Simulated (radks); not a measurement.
Q: Coherent X-ray form factor from a spherical all-electron density. All-electron calculation, Dirac Kohn-Sham, PBE, spin-unpolarised, spherical densities, finite nucleus; Fermi nuclear charge, rms radius of each element as measured or else 0.836 A^(1/3) + 0.57 fm. Program: a radial shooting solver on a logarithmic mesh with Libxc functionals.

| sin(theta)/lambda (1/angstrom) | f0 (electrons) |
|---|---|
| 0.05 | 24.762 |
| 0.1 | 24.075 |
| 0.15 | 23.013 |
| 0.2 | 21.677 |
| 0.25 | 20.178 |
| 0.3 | 18.613 |
| 0.4 | 15.590 |
| 0.5 | 12.996 |
| 0.6 | 10.953 |
| 0.8 | 8.333 |
| 1 | 6.958 |
| 1.25 | 5.944 |
| 1.5 | 5.129 |
| 2 | 3.647 |

The species is in the configuration that NIST lists as its ground one. Which atom or ion scatters so?

A: The nickel ion Ni3+, [Ar] 3d7. Extrapolating in s^2 from the first two rows gives f0(0) = 25.0, near the electron count 25; among species with that count, the fall with angle is slower the higher Z, and the table is that of Z = 28; from so few rows the species is fixed only to a neighbour or two.
